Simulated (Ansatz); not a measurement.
Program: Ansatz. Geometries: PBE0-D4/def2-TZVP. ΔE: electronic, gas phase. CBS: MP2 limit from def2 TZ/QZ plus the TZ coupled-cluster correction, frozen cores. Functionals use def2-TZVPP. For Ga, Ge outer-core shells are correlated without core-valence functions, which leaves a few kJ/mol of doubt a bond. Scalar relativity is left out up to krypton.

`[GaH2][CH2][GeH3]` + `ClB1C[SiH2]1` → `ClB1C[SiH]1[GeH3]` + `[CH3][GaH2]`  (formal exchange of groups at a Ge–C bond)

`[GaH2][CH2][GeH3]`:

Z-matrix (Å, degrees):
```
C
Ge 1 1.959
Ga 1 1.962 2 112.4
H 1 1.093 2 107.1 3 -121.7
H 1 1.093 2 107.1 3 121.6
H 2 1.540 1 111.0 3 -179.9
H 2 1.541 1 110.3 3 59.8
H 2 1.541 1 110.3 3 -59.6
H 3 1.571 1 119.8 2 89.4
H 3 1.571 1 119.8 2 -89.0
```

`ClB1C[SiH2]1`:

```xyz
8

Cl   -2.245   -1.587    0.413
B    -0.740   -0.828    0.041
C    -0.321    0.360   -0.797
Si    0.835    0.030    0.748
H     0.454    0.176   -1.547
H    -0.988    1.164   -1.098
H     2.219   -0.176    0.264
H     0.787    0.862    1.976
```

`ClB1C[SiH]1[GeH3]`:

Z-matrix (Å, degrees):
```
C
B 1 1.514
Si 1 1.964 2 66.1
H 1 1.088 2 123.6 3 126.8
H 1 1.093 2 116.7 3 -86.6
Cl 2 1.725 1 135.5 3 -150.6
Ge 3 2.369 1 122.2 2 103.9
H 3 1.484 1 107.4 2 -119.4
H 7 1.537 3 108.8 1 -41.7
H 7 1.539 3 111.4 1 78.2
H 7 1.537 3 110.6 1 -161.1
```

`[CH3][GaH2]`:

Z-matrix (Å, degrees):
```
C
Ga 1 1.966
H 1 1.092 2 111.3
H 1 1.096 2 108.8 3 117.6
H 1 1.090 2 112.4 3 -123.0
H 2 1.574 1 121.1 3 142.3
H 2 1.575 1 120.1 3 -38.7
```

Question: Is it downhill or uphill in electronic energy at CCSD(T)/CBS, and by how much? (Best estimate.)

Answer: The calculation gave: Downhill: ΔE = -0.31 eV.

Question: What do these levels give: r2SCAN-D4, PBE0-D4, ωB97X-V, ωB97M-V, PBE0, CCSD(T)/def2-TZVPP, HF/def2-QZVPP, MP2/def2-QZVPP, SCS-MP2/def2-QZVPP, HF/CBS(def2), MP2/CBS(def2), CCSD/CBS(def2)? (Best estimate.)

Answer: Ansatz gave: r2SCAN-D4 -0.40, PBE0-D4 -0.41, ωB97X-V -0.33, ωB97M-V -0.33, PBE0 -0.41, CCSD(T)/def2-TZVPP -0.30, HF/def2-QZVPP -0.26, MP2/def2-QZVPP -0.28, SCS-MP2/def2-QZVPP -0.26, HF/CBS(def2) -0.26, MP2/CBS(def2) -0.28, CCSD/CBS(def2) -0.30 eV.

Largest T1 diagnostic among the species: 0.013.

From PBE to PBE0 (25 % exact exchange), in def2-TZVPP and without D4, ΔE moves by +0.03 eV.
